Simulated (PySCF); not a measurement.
SbFCl₂, SMILES [F][Sb]([Cl])[Cl].

The structure is a stationary point at B3LYP-D3(BJ)/def2-SVP. The def2 effective core potentials stand for the cores of Sb; spin–orbit coupling is left out.

Computed with PBE0/def2-TZVPD (PySCF).

```yaml
total_energy: -1260.30082 hartree
point_group: Cs
highest_occupied_level: -8.97 eV
lowest_empty_level: -2.27 eV
orbital_gap: 6.71 eV
dipole_moment: 3.17 D
quadrupole, principal values (traceless, Buckingham form, about the centre of nuclear charge): -4.02, -1.55, 5.57 D·Å
mean_static_polarisability: 70.1 bohr³ (10.39 Å³)
polarisability_principal_values: 55.9, 69.5, 84.9 bohr³
```
